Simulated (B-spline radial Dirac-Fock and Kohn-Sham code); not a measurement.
# Dipole and non-dipole photoemission parameters of Ta 4p1/2

System: the free tantalum atom in the configuration [Xe] 4f14 5d3 6s2; threshold 463.4 eV (tabulated edge). Model: Dirac-Hartree-Slater photoionisation with a Latter tail; cross sections with all multipoles, angular parameters from the dipole term and its interference with E2. Program: a radial B-spline solver.

Input file task.json (cfg lists n, l and occupation; rrms is the nuclear radius in fm):

```json
{"items": [{
  "Z": 73,
  "q": 0,
  "cfg": [[1, 0, 2], [2, 0, 2], [2, 1, 6], [3, 0, 2], [3, 1, 6], [3, 2, 10], [4, 0, 2], [4, 1, 6], [4, 2, 10], [4, 3, 14], [5, 0, 2], [5, 1, 6], [5, 2, 3], [6, 0, 2]],
  "A": 181,
  "rrms": 5.3507,
  "do": "xps",
  "hv": [52.2, 52.4, 60, 80, 100, 113.0, 130.0, 164.0, 199.0, 222.0, 253.0, 260.0, 300, 375.0, 576.0, 632.0, 949.0, 990.0, 1040.0, 1240.0, 2000, 2230.0, 2710.0, 4000, 5760.0, 6280.0, 8047.8, 9251.7, 9640.0, 10900.0],
  "edges": {"K": 67416.0, "L1": 11682.0, "L2": 11136.0, "L3": 9881.0, "M1": 2708.0, "M2": 2469.0, "M3": 2194.0, "M4": 1793.0, "M5": 1735.0, "N1": 563.4, "N2": 463.4, "N3": 400.9, "N4": 237.9, "N5": 226.4, "O1": 69.7}
}]}
```

Command: `python xray2_run.py task.json out`

For linearly polarised light dσ/dΩ = σ/(4π) [1 + β P₂(cos θ) + (δ + γ cos²θ) sin θ cos φ], with θ from the polarisation vector and φ the angle between the beam and the projection of the electron momentum on the plane normal to the polarisation.

```
hν (eV)  σ (kb)       β       γ       δ
    576    54.1  -0.017  -0.192   0.100
    632    53.4   0.347  -0.066   0.102
    949    44.2   1.209   0.420   0.042
    990    42.8   1.258   0.432   0.037
   1040    41.1   1.309   0.439   0.032
   1240    34.8   1.451   0.409   0.018
   2000    19.2   1.643   0.150   0.000
   2230    16.4   1.663   0.093  -0.001
   2710       ?       ?       ?       ?
   4000    6.17   1.686   0.001  -0.004
   5760    3.05   1.651   0.171  -0.003
   6280    2.56   1.639   0.237  -0.002
 8047.8    1.51   1.596   0.471   0.004
 9251.7    1.11   1.568   0.629   0.009
   9640    1.01   1.559   0.678   0.010
  10900   0.766   1.532   0.836   0.016
```

Task: Give the values at 2710 eV.

Result: σ = 12.1 kb, β = 1.684, γ = 0.017, δ = -0.003.

Values without a named source are computed, but for edge energies of neutral atoms, which are taken from tables.
